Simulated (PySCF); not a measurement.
A mixed set of molecules. Computed with TDDFT CAM-B3LYP/def2-SVPD, vertical, gas phase, core orbitals frozen in the response (PySCF). Geometries: GFN2-xTB; one conformer of each isolated species. Triplets are in the Tamm–Dancoff approximation. 'Strongest' means the level of largest summed f among the lowest 8 singlets; it needn't be the same kind of state in each.

Question: Rank by computed lowest singlet excitation energy, highest first.
A. `C[C@@H]1C[SiH2]OC=C1`
B. `C=C(C)[C@H]1OC[SiH2]1`
C. `C=C[C@@H](C=O)C[SiH3]`
D. `C[SiH2]O[C@]12C[C@H]1C2`
E. `CO[Si](F)(F)CF`
F. `C=C1[SiH2][C@@H]1CF`
G. `CCO[Si](F)(F)F`
H. `Cl[Si@H](CN=C)/C=C/C#N`

Answer: G (8.36 eV), E (7.73 eV), D (6.44 eV), A (6.15 eV), B (5.80 eV), F (5.20 eV), H (4.93 eV), C (4.25 eV).

```
                 SMILES  S1 (eV)  strongest (eV)  T1 (eV)  gap (eV)  HOMO (eV)  f (S1)    S1 mainly
         CCO[Si](F)(F)F     8.36           10.27     8.10     11.63     -10.93   0.000    H→L (90%)
         CO[Si](F)(F)CF     7.73            9.37     7.17     11.27     -10.50   0.026    H→L (73%)
C[SiH2]O[C@]12C[C@H]1C2     6.44            7.96     6.29      9.24      -7.92   0.010  H→L+1 (89%)
    C[C@H]1C=CO[SiH2]C1     6.15            6.43     4.27      9.07      -7.90   0.017  H→L+1 (51%)
  C=C(C)[C@H]1OC[SiH2]1     5.80            6.55     4.17      8.61      -8.06   0.083    H→L (90%)
    C=C1[SiH2][C@@H]1CF     5.20            6.54     4.15      9.07      -8.62   0.000    H→L (94%)
C=NC[Si@@H](Cl)/C=C/C#N     4.93            5.97     3.56      8.39      -9.32   0.002  H→L+1 (75%)
  C=C[C@@H](C=O)C[SiH3]     4.25            7.94     3.66      8.86      -8.91   0.003    H→L (70%)
```

H and L stand for HOMO and LUMO.

Mean S1 by what the SMILES shows (count): single bonds only 7.51 eV (3); a double or triple bond but no aromatic ring 5.27 eV (5).

- `CCO[Si](F)(F)F`: Löwdin shares by element: HOMO oxygen 44%, carbon 20% or more, hydrogen 18% or more (atoms not listed hold the other 17%); LUMO silicon 44%, fluorine 14% or more, carbon 11% or more (atoms not listed hold the other 31%).
- `CO[Si](F)(F)CF`: Löwdin shares by element: HOMO oxygen 34%, carbon 26%, fluorine 12% or more (atoms not listed hold the other 27%); LUMO carbon 32%, silicon 24%, fluorine 10% or more (atoms not listed hold the other 34%).
- `C[SiH2]O[C@]12C[C@H]1C2`: Löwdin shares by element: HOMO carbon 57% or more, oxygen 19% (atoms not listed hold the other 25%); LUMO silicon 34%, carbon 20% or more, hydrogen 16% or more (atoms not listed hold the other 30%).
- `C[C@H]1C=CO[SiH2]C1`: Löwdin shares by element: HOMO carbon 64% or more, oxygen 21% (atoms not listed hold the other 15%); LUMO carbon 25% or more, silicon 21% (atoms not listed hold the other 54%).
- `C=C(C)[C@H]1OC[SiH2]1`: Löwdin shares by element: HOMO carbon 67% or more, silicon 8% (atoms not listed hold the other 25%); LUMO silicon 37%, hydrogen 21% or more, carbon 9% or more (atoms not listed hold the other 33%).
- `C=C1[SiH2][C@@H]1CF`: Löwdin shares by element: HOMO carbon 53% or more, silicon 28% (atoms not listed hold the other 19%); LUMO carbon 63% or more, silicon 10% (atoms not listed hold the other 26%).
- `C=NC[Si@@H](Cl)/C=C/C#N`: Löwdin shares by element: HOMO nitrogen 49% or more, carbon 22% or more, hydrogen 5% or more (atoms not listed hold the other 23%); LUMO carbon 64% or more, nitrogen 13% or more (atoms not listed hold the other 24%).
- `C=C[C@@H](C=O)C[SiH3]`: Löwdin shares by element: HOMO oxygen 38%, carbon 35% or more (atoms not listed hold the other 26%); LUMO carbon 50% or more, oxygen 26% (atoms not listed hold the other 24%).

Without π bonds the low states are Rydberg-like; a valence basis with one diffuse set may place them up to an eV too high.
